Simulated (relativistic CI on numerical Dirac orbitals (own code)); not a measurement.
Spin-allowed bands of a d8 ion in an octahedral site, by hand

Problem. Take Δ = 13490 cm⁻¹ and B = 710 cm⁻¹ for a d8 ion in an octahedral site. Calculate the three spin-allowed bands.

Working.
1. The terms of highest spin are 3F (energy 0) and 3P (15B = 10650 cm⁻¹). Here the F term splits into A2 at −1.2Δ = -16188, T2 at −0.2Δ = -2698 and T1 at +0.6Δ = 8094 cm⁻¹.
2. The two T1 states mix through the element 0.4Δ: H = [[8094, 5396], [5396, 10650]], with roots ½(H₁₁ + H₂₂) ∓ ½√[(H₂₂ − H₁₁)² + 4H₁₂²] = ½(18744) ∓ ½(11091) = 3827 and 14917 cm⁻¹.
3. The ground term is 3A2 at -16188 cm⁻¹.
4. Bands: 3T2 13490 cm⁻¹ (741 nm), 3T1(F) 20015 cm⁻¹ (500 nm), 3T1(P) 31105 cm⁻¹ (321 nm).

Check. Exact diagonalisation of the whole d8 shell with these parameters gives 3T2 13490, 3T1 20015, 3T1 31105 cm⁻¹. The match is exact, since without spin-orbit coupling no other term has this spin. The ratio of the second band to the first, 1.484, depends on Δ/B = 19.0 alone, which is how a Tanabe-Sugano diagram is read.
